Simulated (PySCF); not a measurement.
**Excitation energy of Os⁺ by level of theory**

Os⁺ [Xe] 4f14 5d6 6s1 (6D) → Os⁺ [Xe] 4f14 5d7 (4F), as a difference of total energies. Calculation: PySCF 2.14, in aug-cc-pVQZ-PP with ECP60MDF (7s7p6d4f3g2h, 135 functions); a scalar-relativistic core potential. Correlated levels: valence: 5s2 5p6 frozen. The calculations carry no spin-orbit coupling.

```csv
method,excitation energy (eV)
UHF,1.791
LDA,1.340
PBE,1.286
PBE0,1.260
r2SCAN,1.651
M06-L,0.720
MN15,1.412
BHandHLYP,0.960
MP2 (valence),1.127
SCS-MP2 (valence),0.557
```

Q: How much does correlation contribute at MP2 (valence)?

A: 1.127 − (1.791) = -0.664 eV, measured against UHF.
